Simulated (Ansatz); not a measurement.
Ansatz (an electronic-structure program) input file for propan-2-ylcyclopropane (C6H12), SMILES C1CC1C(C)C, B3LYP-D3(BJ)/def2-SVP. 

Ansatz 0.2 input:
```yaml
crystal:
  periodic: [false, false, false]
  atoms:
    - {symbol: C, position_ang: [-1.63976257, -1.13691275, 0.19084749]}
    - {symbol: C, position_ang: [-0.92318069, 0.17565844, -0.13492770]}
    - {symbol: C, position_ang: [-0.82298338, 1.04248992, 1.11735969]}
    - {symbol: C, position_ang: [0.41400917, -0.14257508, -0.78422604]}
    - {symbol: C, position_ang: [1.63449797, 0.71701720, -0.65690826]}
    - {symbol: C, position_ang: [1.59468002, -0.62902584, 0.00114795]}
    - {symbol: H, position_ang: [-1.74919850, -1.74594268, -0.70372579]}
    - {symbol: H, position_ang: [-1.06863019, -1.70378672, 0.92256154]}
    - {symbol: H, position_ang: [-2.62944695, -0.94363794, 0.59832218]}
    - {symbol: H, position_ang: [-1.52479536, 0.72140309, -0.87328617]}
    - {symbol: H, position_ang: [-0.20978484, 0.56469123, 1.87712796]}
    - {symbol: H, position_ang: [-0.40041436, 2.01705053, 0.88686065]}
    - {symbol: H, position_ang: [-1.81574549, 1.19789220, 1.53417839]}
    - {symbol: H, position_ang: [0.27947196, -0.61388095, -1.75282493]}
    - {symbol: H, position_ang: [1.59801928, 1.58935716, -0.02488369]}
    - {symbol: H, position_ang: [2.25921846, 0.84591046, -1.52840145]}
    - {symbol: H, position_ang: [1.52314599, -0.66317519, 1.07694128]}
    - {symbol: H, position_ang: [2.19459670, -1.42579231, -0.41262897]}
basis:
  gaussian:
    orbitals: def2-SVP
hamiltonian:
  xc: b3lyp
  dispersion: d3bj
relax: {f_tol: 0.002, max_steps: 200}
```

Output:

```
WARN ansatz: RAYON_NUM_THREADS=2 ignored (pool sized by the plan → 2); use --threads N
Functional definition: B3LYP
integrals: 0.15 GiB planned
1665 factors; integrals over basis functions are off by at most 3.1e-4 eV
mean field: 0.81 GiB planned
mean field evaluation 1: about -6400.3248 eV, gradient 6.9e1 eV
mean field evaluation 2: about -6393.4406 eV, gradient 8.7e1 eV
mean field evaluation 4: about -6412.7498 eV, gradient 3.3e0 eV
mean field evaluation 8: about -6412.8060 eV, gradient 4.1e-2 eV
mean field -6412.80602915 eV, -235.6662748152 hartree, gradient 4.5e-5 eV, S^2 0.000000; 0 other end points of the search recorded, 0 dependent functions left out
the calculation of the forces begins
reference -6412.80627871 eV, -235.6662839865 hartree; 24, 24 occupied and 120, 120 virtual orbitals, 1665 factors
relax step   1: F+E_penalty+E_count = -6413.47398201 eV  Δ(F+E_penalty+E_count) = +0.000e0 eV  max|allowed force component| = 5.534e-1 eV/Å  Δτ_max = 0.0000 Å  (24 SCF iters, accepted)
these checks for a lower state are left out or cut short: starts, cluster_reference, orbital_swaps, neighbouring_geometries, increment
integrals: 0.15 GiB planned
1665 factors; integrals over basis functions are off by at most 3.4e-4 eV
mean field: 0.80 GiB planned
mean field evaluation 16: about -6412.8158 eV, gradient 2.1e0 eV
mean field -6412.86003206 eV, -235.6682593854 hartree, gradient 5.9e-6 eV, S^2 0.000000; 0 other end points of the search recorded, 0 dependent functions left out
the calculation of the forces begins
reference -6412.86028323 eV, -235.6682686160 hartree; 24, 24 occupied and 120, 120 virtual orbitals, 1665 factors
relax step   2: F+E_penalty+E_count = -6413.52196691 eV  Δ(F+E_penalty+E_count) = -4.798e-2 eV  max|allowed force component| = 1.778e-1 eV/Å  Δτ_max = 0.0448 Å  (27 SCF iters, accepted)
these checks for a lower state are left out or cut short: starts, cluster_reference, orbital_swaps, neighbouring_geometries, increment
integrals: 0.15 GiB planned
1665 factors; integrals over basis functions are off by at most 3.5e-4 eV
mean field: 0.80 GiB planned
mean field -6412.86623014 eV, -235.6684871608 hartree, gradient 5.8e-6 eV, S^2 0.000000; 0 other end points of the search recorded, 0 dependent functions left out
the calculation of the forces begins
reference -6412.86648163 eV, -235.6684964028 hartree; 24, 24 occupied and 120, 120 virtual orbitals, 1665 factors
relax step   3: F+E_penalty+E_count = -6413.52673056 eV  Δ(F+E_penalty+E_count) = -4.764e-3 eV  max|allowed force component| = 4.463e-2 eV/Å  Δτ_max = 0.0177 Å  (28 SCF iters, accepted)
these checks for a lower state are left out or cut short: starts, cluster_reference, orbital_swaps, neighbouring_geometries, increment
integrals: 0.15 GiB planned
1665 factors; integrals over basis functions are off by at most 3.5e-4 eV
mean field: 0.80 GiB planned
mean field evaluation 32: about -6412.8671 eV, gradient 9.9e-4 eV
mean field -6412.86706278 eV, -235.6685177598 hartree, gradient 1.0e-5 eV, S^2 0.000000; 0 other end points of the search recorded, 0 dependent functions left out
the calculation of the forces begins
reference -6412.86731434 eV, -235.6685270045 hartree; 24, 24 occupied and 120, 120 virtual orbitals, 1665 factors
relax step   4: F+E_penalty+E_count = -6413.52720311 eV  Δ(F+E_penalty+E_count) = -4.725e-4 eV  max|allowed force component| = 1.516e-2 eV/Å  Δτ_max = 0.0154 Å  (22 SCF iters, accepted)
these checks for a lower state are left out or cut short: starts, cluster_reference, orbital_swaps, neighbouring_geometries, increment
integrals: 0.15 GiB planned
1665 factors; integrals over basis functions are off by at most 3.5e-4 eV
mean field: 0.80 GiB planned
mean field -6412.86777558 eV, -235.6685439547 hartree, gradient 6.3e-6 eV, S^2 0.000000; 0 other end points of the search recorded, 0 dependent functions left out
the calculation of the forces begins
reference -6412.86802717 eV, -235.6685532004 hartree; 24, 24 occupied and 120, 120 virtual orbitals, 1665 factors
relax step   5: F+E_penalty+E_count = -6413.52762172 eV  Δ(F+E_penalty+E_count) = -4.186e-4 eV  max|allowed force component| = 2.575e-2 eV/Å  Δτ_max = 0.0246 Å  (27 SCF iters, accepted)
these checks for a lower state are left out or cut short: starts, cluster_reference, orbital_swaps, neighbouring_geometries, increment
integrals: 0.15 GiB planned
1665 factors; integrals over basis functions are off by at most 3.5e-4 eV
mean field: 0.80 GiB planned
mean field -6412.86870575 eV, -235.6685781380 hartree, gradient 6.9e-6 eV, S^2 0.000000; 0 other end points of the search recorded, 0 dependent functions left out
the calculation of the forces begins
reference -6412.86895737 eV, -235.6685873847 hartree; 24, 24 occupied and 120, 120 virtual orbitals, 1665 factors
relax step   6: F+E_penalty+E_count = -6413.52804984 eV  Δ(F+E_penalty+E_count) = -4.281e-4 eV  max|allowed force component| = 3.554e-2 eV/Å  Δτ_max = 0.0409 Å  (25 SCF iters, accepted)
these checks for a lower state are left out or cut short: starts, cluster_reference, orbital_swaps, neighbouring_geometries, increment
integrals: 0.15 GiB planned
1665 factors; integrals over basis functions are off by at most 3.4e-4 eV
mean field: 0.80 GiB planned
mean field -6412.86916981 eV, -235.6685951915 hartree, gradient 7.3e-6 eV, S^2 0.000000; 0 other end points of the search recorded, 0 dependent functions left out
the calculation of the forces begins
reference -6412.86942147 eV, -235.6686044399 hartree; 24, 24 occupied and 120, 120 virtual orbitals, 1665 factors
relax step   7: F+E_penalty+E_count = -6413.52822942 eV  Δ(F+E_penalty+E_count) = -1.796e-4 eV  max|allowed force component| = 2.632e-2 eV/Å  Δτ_max = 0.0291 Å  (27 SCF iters, accepted)
these checks for a lower state are left out or cut short: starts, cluster_reference, orbital_swaps, neighbouring_geometries, increment
integrals: 0.15 GiB planned
1665 factors; integrals over basis functions are off by at most 3.4e-4 eV
mean field: 0.80 GiB planned
mean field -6412.86930407 eV, -235.6686001255 hartree, gradient 7.7e-6 eV, S^2 0.000000; 0 other end points of the search recorded, 0 dependent functions left out
the calculation of the forces begins
reference -6412.86955573 eV, -235.6686093738 hartree; 24, 24 occupied and 120, 120 virtual orbitals, 1665 factors
relax step   8: F+E_penalty+E_count = -6413.52827434 eV  Δ(F+E_penalty+E_count) = -4.493e-5 eV  max|allowed force component| = 8.351e-3 eV/Å  Δτ_max = 0.0153 Å  (27 SCF iters, accepted)
these checks for a lower state are left out or cut short: starts, cluster_reference, orbital_swaps, neighbouring_geometries, increment
integrals: 0.15 GiB planned
1665 factors; integrals over basis functions are off by at most 3.4e-4 eV
mean field: 0.80 GiB planned
mean field evaluation 64: about -6412.8381 eV, gradient 1.4e-1 eV
mean field -6412.86925172 eV, -235.6685982019 hartree, gradient 3.8e-5 eV, S^2 0.000000; 0 other end points of the search recorded, 0 dependent functions left out
the calculation of the forces begins
reference -6412.86950338 eV, -235.6686074502 hartree; 24, 24 occupied and 120, 120 virtual orbitals, 1665 factors
relax step   9: F+E_penalty+E_count = -6413.52828695 eV  Δ(F+E_penalty+E_count) = -1.260e-5 eV  max|allowed force component| = 2.034e-3 eV/Å  Δτ_max = 0.0026 Å  (19 SCF iters, accepted)
these checks for a lower state are left out or cut short: starts, cluster_reference, orbital_swaps, neighbouring_geometries, increment
integrals: 0.15 GiB planned
1665 factors; integrals over basis functions are off by at most 3.4e-4 eV
mean field: 0.80 GiB planned
mean field -6412.86926628 eV, -235.6685987370 hartree, gradient 2.8e-5 eV, S^2 0.000000; 0 other end points of the search recorded, 0 dependent functions left out
the calculation of the forces begins
reference -6412.86951794 eV, -235.6686079852 hartree; 24, 24 occupied and 120, 120 virtual orbitals, 1665 factors
relax step  10: F+E_penalty+E_count = -6413.52828772 eV  Δ(F+E_penalty+E_count) = -7.771e-7 eV  max|allowed force component| = 6.181e-4 eV/Å  Δτ_max = 0.0019 Å  (18 SCF iters, accepted)
integrals: 0.15 GiB planned
1665 factors; integrals over basis functions are off by at most 3.4e-4 eV
mean field: 0.80 GiB planned
mean field -6412.86926628 eV, -235.6685987370 hartree, gradient 2.8e-5 eV, S^2 0.000000; 1 other end points of the search recorded, 0 dependent functions left out
the calculation of the forces begins
reference -6412.86951794 eV, -235.6686079852 hartree; 24, 24 occupied and 120, 120 virtual orbitals, 1665 factors
Total energy: -6413.52853938 eV, -235.6928265764 hartree
Atom 0 at    -1.692795    -1.133224     0.153881 Å, force    -0.000062     0.000250     0.000446 eV/Å
Atom 1 at    -0.912744     0.160073    -0.114044 Å, force    -0.000618    -0.000294    -0.000600 eV/Å
Atom 2 at    -0.810316     1.004893     1.158958 Å, force     0.000530    -0.000616    -0.000223 eV/Å
Atom 3 at     0.427129    -0.171455    -0.765690 Å, force     0.000476     0.000490    -0.000012 eV/Å
Atom 4 at     1.630008     0.733275    -0.726503 Å, force    -0.000192    -0.000037     0.000590 eV/Å
Atom 5 at     1.644333    -0.574431     0.028248 Å, force    -0.000035     0.000184    -0.000221 eV/Å
Atom 6 at    -1.811026    -1.728715    -0.765628 Å, force     0.000081     0.000159     0.000115 eV/Å
Atom 7 at    -1.162123    -1.760030     0.889945 Å, force    -0.000093    -0.000154     0.000049 eV/Å
Atom 8 at    -2.698636    -0.922058     0.551371 Å, force    -0.000038    -0.000154     0.000013 eV/Å
Atom 9 at    -1.484657     0.751338    -0.854054 Å, force     0.000153     0.000096    -0.000228 eV/Å
Atom 10 at    -0.262604     0.474576     1.955289 Å, force     0.000048     0.000076     0.000200 eV/Å
Atom 11 at    -0.305613     1.966455     0.980612 Å, force     0.000008    -0.000071    -0.000096 eV/Å
Atom 12 at    -1.815263     1.228367     1.549970 Å, force     0.000077    -0.000090    -0.000121 eV/Å
Atom 13 at     0.299219    -0.718374    -1.707352 Å, force    -0.000332     0.000132     0.000044 eV/Å
Atom 14 at     1.573811     1.654331    -0.140613 Å, force     0.000004     0.000248    -0.000168 eV/Å
Atom 15 at     2.238825     0.821030    -1.630717 Å, force     0.000069    -0.000123    -0.000017 eV/Å
Atom 16 at     1.591437    -0.527490     1.119474 Å, force     0.000041     0.000019     0.000171 eV/Å
Atom 17 at     2.264712    -1.391819    -0.349612 Å, force    -0.000119    -0.000116     0.000059 eV/Å
Dipole moment:    -0.032357     0.006297    -0.012519 e Å
```

The calculation finished and met its thresholds.

Cost: around 2.4 core-minutes (rough).
